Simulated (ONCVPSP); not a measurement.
## An all-electron radial function and its pseudo partner (Si (Z = 14))

Columns: radius, all-electron u(r) and pseudo u(r) of the 2s shell (level -160.62 eV) of silicon in the configuration [He] 2s2 2p6 3s2; BLYP, scalar-relativistic, ONCV scheme, ONCVPSP 4.0.1.

```json
{"r (bohr)": "0.053", "all-electron": "-0.6329", "pseudo": "0.2434"}
{"r (bohr)": "0.105", "all-electron": "-0.4146", "pseudo": "0.4733"}
{"r (bohr)": "0.158", "all-electron": "0.0545", "pseudo": "0.6897"}
{"r (bohr)": "0.210", "all-electron": "0.5119", "pseudo": "0.8771"}
{"r (bohr)": "0.262", "all-electron": "0.8790", "pseudo": "1.0336"}
{"r (bohr)": "0.315", "all-electron": "1.1403", "pseudo": "1.1570"}
{"r (bohr)": "0.368", "all-electron": "1.2964", "pseudo": "1.2413"}
{"r (bohr)": "0.420", "all-electron": "1.3671", "pseudo": "1.2865"}
{"r (bohr)": "0.473", "all-electron": "1.3755", "pseudo": "1.2964"}
{"r (bohr)": "0.525", "all-electron": "1.3392", "pseudo": "1.2744"}
{"r (bohr)": "0.578", "all-electron": "1.2724", "pseudo": "1.2258"}
{"r (bohr)": "0.630", "all-electron": "1.1884", "pseudo": "1.1580"}
{"r (bohr)": "0.683", "all-electron": "1.0929", "pseudo": "1.0751"}
{"r (bohr)": "0.735", "all-electron": "0.9955", "pseudo": "0.9861"}
{"r (bohr)": "0.788", "all-electron": "0.8970", "pseudo": "0.8926"}
{"r (bohr)": "0.840", "all-electron": "0.8038", "pseudo": "0.8019"}
{"r (bohr)": "0.893", "all-electron": "0.7142", "pseudo": "0.7136"}
{"r (bohr)": "0.945", "all-electron": "0.6327", "pseudo": "0.6325"}
{"r (bohr)": "0.998", "all-electron": "0.5567", "pseudo": "0.5566"}
{"r (bohr)": "1.050", "all-electron": "0.4891", "pseudo": "0.4891"}
{"r (bohr)": "1.102", "all-electron": "0.4283", "pseudo": "0.4283"}
{"r (bohr)": "1.155", "all-electron": "0.3730", "pseudo": "0.3729"}
{"r (bohr)": "1.208", "all-electron": "0.3239", "pseudo": "0.3239"}
{"r (bohr)": "1.260", "all-electron": "0.2814", "pseudo": "0.2814"}
{"r (bohr)": "1.313", "all-electron": "0.2433", "pseudo": "0.2433"}
{"r (bohr)": "1.365", "all-electron": "0.2106", "pseudo": "0.2106"}
```

Q: How many radial nodes do the two functions have?

A: The all-electron 2s function has n − l − 1 = 1; the pseudo-wave has 0, since the states of the same l below it are removed with the core.

Q: At about which radius was the pseudo-wave matched?

A: 1.05 bohr. The columns agree to 0.0005 from 0.94 bohr on; several derivatives are matched, so the curves merge somewhat inside the radius.

Q: Where does each function peak?

A: Outermost all-electron maximum near 0.47 bohr, pseudo maximum near 0.47 bohr (to the table’s step).

Q: Is the pseudo-wave norm-conserving?

A: Yes: the ONCV scheme keeps the norm inside the radius equal to the all-electron one, which fixes the energy derivative of the logarithmic derivative at the level.
